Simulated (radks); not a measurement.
The mean radii <r> (bohr) of the occupied orbitals of an atom or ion are listed with their occupations. All-electron calculation, non-relativistic Kohn-Sham, PBE, spin-polarised, spherical densities, point nucleus. Program: a radial shooting solver on a logarithmic mesh with Libxc functionals.

| orbital | occ. | <r> |
|---|---|---|
| 1s down | 1 | 0.02263 |
| 1s up | 1 | 0.02263 |
| 2s up | 1 | 0.09612 |
| 2s down | 1 | 0.09611 |
| 2p up | 3 | 0.08145 |
| 2p down | 3 | 0.08144 |
| 3s up | 1 | 0.2466 |
| 3s down | 1 | 0.2463 |
| 3p up | 3 | 0.2364 |
| 3p down | 3 | 0.2361 |
| 3d up | 5 | 0.2090 |
| 3d down | 5 | 0.2087 |
| 4s up | 1 | 0.5390 |
| 4s down | 1 | 0.5396 |
| 4p up | 3 | 0.5459 |
| 4p down | 3 | 0.5466 |
| 4d up | 5 | 0.5583 |
| 4d down | 5 | 0.5595 |
| 4f up | 4 | 0.5736 |

Name the element and its charge. Open shells, if any, are filled with parallel spins first.

Answer. Z = 67, holmium, charge +17: Ho17+ in [Kr] 4d10 4f4. The 1s radius gives Z: for a bare nucleus <r> = 1.5/Z, 0.02239 bohr for Z = 67, and screening makes it slightly larger (0.02263 here). The occupations add up to 50, and the charge is Z minus that.
